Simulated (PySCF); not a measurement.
# From property to molecule

Level of theory: GIAO BHandHLYP/pcSseg-1 magnetisability, rotational g tensor and spin-rotation constants, non-relativistic, gas phase (PySCF 2.14.0). Geometry: GFN2-xTB.

Each molecule in one low-energy conformer.

(1) Give the isotropic susceptibility and related values for:
- O=S(=O)(O)[C@H]1CCS1
- O=[S@@]1CC[S@@](=O)OC1
- C=CSCS(=O)(=O)O
- C=C(SC)S(=O)(=O)O
- C[C@H]1CSS(=O)(=O)O1
- O=[S@@]1CC[S@](=O)OC1

Answers

(1) 
| molecule | χ, cgs (10⁻⁶ cm³/mol) | magnetisability anisotropy (10⁻³⁰ J/T²) |
| --- | --- | --- |
| O=S(=O)(O)[C@H]1CCS1 | -79.2 | 350 |
| O=[S@@]1CC[S@@](=O)OC1 | -74.1 | 217 |
| C=CSCS(=O)(=O)O | -80.6 | 117 |
| C=C(SC)S(=O)(=O)O | -80.7 | 201 |
| C[C@H]1CSS(=O)(=O)O1 | -80.0 | 139 |
| O=[S@@]1CC[S@](=O)OC1 | -74.9 | 197 |
